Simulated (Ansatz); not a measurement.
Wavefunction ladder for C6H10O2Sn (`CC1=CC(C)=[O+][Sn-]([CH3])[O]1`)

```csv
atom,x (Å),y (Å),z (Å)
C1,-0.951,2.403,-1.019
C2,-0.255,1.352,-0.208
C3,-0.970,0.216,0.184
C4,-0.503,-0.807,1.016
C5,-1.445,-1.900,1.421
O6,0.666,-0.905,1.495
Sn7,2.408,0.266,0.957
C8,2.571,-0.826,-0.937
O9,0.954,1.607,0.071
H10,-0.398,2.559,-1.948
H11,-0.927,3.347,-0.469
H12,-1.983,2.141,-1.247
H13,-1.999,0.151,-0.138
H14,-1.532,-1.906,2.511
H15,-2.433,-1.786,0.979
H16,-1.020,-2.863,1.129
H17,3.203,-0.273,-1.638
H18,1.587,-0.970,-1.390
H19,3.027,-1.806,-0.770
```

The species carries charge 0 and has multiplicity 1. Correlated methods include outer-core shells of Sn, which these sets cover unevenly. Sn: def2 effective core potential. Geometry: relaxed with PBE0-D4/def2-TZVP. Frozen core, restricted reference, the Gaussian-basis code of Ansatz.

```json
{"basis": "def2-SVP", "HF (Eh)": "-595.86345", "MP2 corr.": "-1.27233", "CCSD corr.": "-1.34469", "(T)": "-0.04799", "CCSD(T) total": "-597.25613"}
{"basis": "def2-TZVPP", "HF (Eh)": "-596.31015", "MP2 corr.": "-1.76951", "CCSD corr.": "-1.80544", "(T)": "-0.07847", "CCSD(T) total": "-598.19406"}
{"basis": "def2-QZVPP", "HF (Eh)": "-596.32961", "MP2 corr.": "-2.08327", "CCSD corr.": "–", "(T)": "–", "CCSD(T) total": "–"}
```
